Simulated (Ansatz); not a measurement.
H4BSi, SMILES `[BH-][SiH3]` (lower triplet) (charge -1, multiplicity 3). This triplet lies 0.26 eV below the relaxed singlet at the level frozen-core CCSD(T)/aug-cc-pVTZ // PBE0-D3(BJ)/def2-TZVPD (Ansatz, a quantum-chemistry and plane-wave program).

Calculation: frozen-core fic-MRCISD+Q@CASSCF(2e,2o)/aug-cc-pVTZ // PBE0-D3(BJ)/def2-TZVPD in Ansatz.

Ansatz 0.2 input:
```yaml
crystal:
  periodic: [false, false, false]
  atoms:
    - { symbol: B, position_ang: [1.398748, -0.446671, -0.204577] }
    - { symbol: Si, position_ang: [-0.461778, 0.02141, -0.019542] }
    - { symbol: H, position_ang: [2.493222, -0.081235, 0.129697] }
    - { symbol: H, position_ang: [-1.406518, -0.913055, -0.741724] }
    - { symbol: H, position_ang: [-0.939303, 1.375402, -0.53779] }
    - { symbol: H, position_ang: [-1.08437, 0.044148, 1.373938] }
basis:
  gaussian: { orbitals: aug-cc-pVTZ }
correlation:
  method: fic_mrcisd_q
  active_space: { window: { electrons: 2, orbitals: 2 } }
total_charge: -1
magnetization:
  spin_polarized: false
  initial_magnetization: 2
```

Output:

```
Functional definition: HF
1046 factors; integrals over basis functions are off by at most 9.2e-4 eV
mean field evaluation 1: about -8593.3368 eV, gradient 1.5e1 eV
mean field evaluation 2: about -8593.3418 eV, gradient 1.5e1 eV
mean field evaluation 4: about -8592.2599 eV, gradient 1.5e1 eV
mean field evaluation 8: about -8595.2769 eV, gradient 1.3e0 eV
mean field evaluation 16: about -8595.4018 eV, gradient 1.8e-1 eV
mean field evaluation 32: about -8594.0941 eV, gradient 4.7e-1 eV
mean field -8595.40309774 eV, -315.8752376684 hartree, gradient 9.2e-6 eV, S^2 2.000000; 4 other end points of the search recorded, 0 dependent functions left out
reference -8595.40309774 eV, -315.8752376684 hartree; 13, 11 occupied and 175, 177 virtual orbitals, 1046 factors
state -8595.40309774 eV, -315.8752376684 hartree
contracted CI cycle   1: correlation 0.00000000 eV, 0.0000000000 hartree, residual 2.27e1 eV
contracted CI cycle   2: correlation -6.62228148 eV, -0.2433643555 hartree, residual 3.13e0 eV
contracted CI cycle   3: correlation -6.76478520 eV, -0.2486012709 hartree, residual 7.07e-1 eV
contracted CI cycle   4: correlation -6.77213654 eV, -0.2488714275 hartree, residual 1.99e-1 eV
contracted CI cycle   5: correlation -6.77284919 eV, -0.2488976170 hartree, residual 6.66e-2 eV
contracted CI cycle   6: correlation -6.77292540 eV, -0.2489004177 hartree, residual 2.02e-2 eV
contracted CI cycle   7: correlation -6.77293162 eV, -0.2489006463 hartree, residual 5.56e-3 eV
contracted CI cycle   8: correlation -6.77293210 eV, -0.2489006638 hartree, residual 1.64e-3 eV
contracted CI cycle   9: correlation -6.77293214 eV, -0.2489006654 hartree, residual 4.99e-4 eV
state -8595.40309774 eV, -315.8752376684 hartree; corrected -8603.01393643 eV, -316.1549308316 hartree
Total energy: -8603.01393643 eV, -316.1549308316 hartree
```
